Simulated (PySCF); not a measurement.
## Electronic structure of Sn (tin, neutral) at the UHF level

Configuration: [Kr] 4d10 5s2 5p1 5d1, one real determinant (an excited configuration). All numbers are calculated (PySCF 2.14, a scalar-relativistic core potential, in aug-cc-pV5Z-PP with ECP28MDF (8s8p6d4f3g2h, 139 functions)).

```
Total energy                                                  : -213.141509 hartree
One-electron energy                                           : -373.0575 hartree
Hartree (Coulomb) energy                                      : 176.9148 hartree
Exchange energy                                               : -16.9988 hartree
⟨S²⟩                                                          : 2.0103
⟨L²⟩                                                          : 8.035
Sum of ⟨r⟩                                                    : 32.70 bohr
Sum of ⟨r²⟩                                                   : 96.92 bohr²
Traceless quadrupole moment −½Σ⟨3z² − r²⟩ along its main axis : 10.9 e·bohr²
Time after the integrals                                      : about 6 core-seconds
```

```csv
shell,electrons,mean orbital energy (hartree),spread (hartree),"rms radius, mean of both spins (bohr)"
4s α,1,-6.00087,0,0.879
4s β,1,-5.99684,0,0.879
4p α,3,-4.18622,0.00288,0.953
4p β,3,-4.18203,0.01693,0.953
4d α,5,-1.44999,0.01213,1.17
4d β,5,-1.44600,0.01943,1.17
5s α,1,-0.64970,0,2.54
5s β,1,-0.57485,0,2.54
5p α,1,-0.36577,0,3.18
5d α,1,-0.05280,0,7.29
```

⟨L²⟩ = 8.03 against 12 for a pure F term, so this real determinant mixes terms. Energies and moments cover only the electrons outside the core potential. The outer electron is Rydberg-like, and this basis confines it to a smaller radius and binds it less than a complete one would.
